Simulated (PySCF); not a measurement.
Level of theory: CAM-B3LYP-D3(BJ)/def2-TZVP (PySCF). Gas-phase values, no solvent. One relaxed conformer stands for a flexible species; it need not be the lowest. Excitations are Tamm–Dancoff values on a coarser integration grid. The basis has no diffuse functions, so Rydberg states are missing or too high.

Reference species (SMILES): `[SiH3]/C=C\C=C/Cl` (C–C–C–C torsion 180°) (neutral, multiplicity 1).

* **LUMO**: -0.53 eV
* **S1–T1 gap (TDA)**: 2.54 eV

Changed species: `Cl/C=C/C(=C)[SiH3]` (Si–C–C–C torsion 0°).

Q: What does the change do to the LUMO and S1–T1 gap (TDA)?

A: the LUMO rises by 0.36 eV, to -0.17 eV; the S1–T1 gap (TDA) rises by 0.21 eV, to 2.75 eV.
